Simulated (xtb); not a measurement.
C₃H₇BN₂, SMILES C=C1B(N)NC1. All values are semi-empirical tight-binding results from xtb (GFN2-xTB unless named), good for trends rather than for accurate numbers. Geometry optimised at GFN2-xTB. The structure was generated by enumeration, and PubChem lists no compound with its InChIKey, so it may never have been made. Other conformers were not sampled.

Optimised geometry:

Bonded distances (Å): C1–C2 1.320, C1–H7 1.079, C1–H8 1.081, C2–C3 1.519, C2–B5 1.573, C3–N4 1.454, C3–H9 1.097, C3–H10 1.097, N4–B5 1.408, N4–H11 1.006, B5–N6 1.395, N6–H12 1.003, N6–H13 1.004. Bond angles (°): C2–C1–H7 121.5, C2–C1–H8 122.6, H7–C1–H8 115.9, C1–C2–C3 129.3, C1–C2–B5 144.5, C3–C2–B5 86.2, C2–C3–N4 89.5, C2–C3–H9 114.7, C2–C3–H10 114.7, N4–C3–H9 114.1, N4–C3–H10 114.1, H9–C3–H10 108.9, C3–N4–B5 95.2, C3–N4–H11 123.9, B5–N4–H11 140.9, C2–B5–N4 89.1, C2–B5–N6 138.7, N4–B5–N6 132.2, B5–N6–H12 122.9, B5–N6–H13 123.4, H12–N6–H13 113.7.

| Item | Value |
|---|---|
| point group as xtb finds it | Cs |
| orbital gap | 4.05 eV |
| dipole moment | 1.59 D |
| zero-point energy | 65.2 kcal/mol |
| G − E(el) at 298.15 K (modified RRHO) | 46.6 kcal/mol |
| static polarisability (D4 model) | 63.1 bohr³ |
| solvation energy, GFN2-xTB/ALPB(water) | -4.0 kcal/mol |
| solvation energy, GFN2-xTB/ALPB(dmso) | -7.1 kcal/mol |

Computed IR lines (harmonic; lines under 4 % of the strongest left out, lines within 3 cm⁻¹ merged):
ν (cm⁻¹): 389 (m), 451 (m), 476 (m), 839 (w), 906 (w), 1103 (w), 1186 (m), 1213 (w), 1286 (w), 1466 (m), 1489 (w), 1547 (vs), 1756 (w), 2864 (m), 2902 (m), 3054 (w), 3091 (w), 3476 (w) (against the strongest line: vs over 80 %, s over 45 %, m over 15 %, w over 4 %, vw less)

Q: Give the atomic charges and the Wiberg bond orders between heavy atoms. (Estimate from the structure and the level; the computed values follow.)

A: charges (e) C1 -0.10, C2 -0.07, C3 0.01, N4 -0.27, B5 0.27, N6 -0.34, H7 0.03, H8 0.02, H9 0.01, H10 0.01, H11 0.12, H12 0.16, H13 0.15. Bond orders C1–C2 1.95, C2–C3 0.99, C3–N4 1.01, C2–B5 0.95, N4–B5 1.23, B5–N6 1.27.
